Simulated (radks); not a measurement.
Q: Pb+, 81 electrons, occupied as [Hg] 6p1. All-electron calculation, scalar-relativistic Kohn-Sham, BLYP, spin-polarised, spherical densities, point nucleus; open shells are filled with parallel spins first (spin-orbit coupling, left out, can overturn this in heavy ions). Program: a radial shooting solver on a logarithmic mesh with Libxc functionals. Some entries of the table are withheld. Estimate them.

| orbital | occ. | eigenvalue (eV) | <r> (bohr) | <1/r> (bohr^-1) |
|---|---|---|---|---|
| 1s up | 1 | -88154.43 | 0.01604 | 101.5 |
| 1s down | 1 | -88154.41 | 0.01604 | 101.5 |
| 2s up | 1 | -15773.53 | 0.06758 | 23.82 |
| 2s down | 1 | -15773.53 | 0.06758 | 23.82 |
| 2p up | 3 | -13528.74 | 0.06143 | 20.91 |
| 2p down | 3 | -13528.74 | 0.06143 | 20.91 |
| 3s up | 1 | -3791.964 | 0.1745 | 8.824 |
| 3s down | 1 | -3791.957 | 0.1745 | 8.824 |
| 3p up | 3 | -3148.518 | 0.1765 | 7.979 |
| 3p down | 3 | -3148.510 | 0.1765 | 7.979 |
| 3d up | 5 | -2492.896 | 0.1599 | 7.489 |
| 3d down | 5 | -2492.890 | 0.1599 | 7.489 |
| 4s up | 1 | -864.0669 | 0.3842 | 3.800 |
| 4s down | 1 | -864.0558 | 0.3842 | 3.800 |
| 4p up | 3 | -653.2591 | 0.4100 | 3.414 |
| 4p down | 3 | -653.2472 | 0.4100 | 3.414 |
| 4d up | 5 | -409.4981 | 0.4310 | 3.069 |
| 4d down | 5 | -409.4846 | 0.4310 | 3.069 |
| 5s up | 1 | -151.7140 | 0.8530 | 1.599 |
| 5s down | 1 | -151.6828 | 0.8530 | 1.599 |
| 4f up | 7 | -140.3567 | 0.4539 | 2.675 |
| 4f down | 7 | -140.3410 | 0.4539 | 2.675 |
| 5p up | 3 | -93.3131 | 0.9769 | 1.366 |
| 5p down | 3 | -93.2816 | 0.9766 | 1.366 |
| 5d up | 5 | -28.6508 | 1.304 | (1) |
| 5d down | 5 | -28.5386 | 1.299 | (2) |
| 6s up | 1 | -19.3876 | (3) | 0.5658 |
| 6s down | 1 | -18.8928 | (4) | 0.5689 |
| 6p up | 1 | -10.0984 | 3.009 | 0.4164 |
| 6p down | 0 | -9.5585 | 3.041 | 0.4134 |

A: 
(1) 5d up <1/r> (bohr^-1): 1.008
(2) 5d down <1/r> (bohr^-1): 1.011
(3) 6s up <r> (bohr): 2.254
(4) 6s down <r> (bohr): 2.247
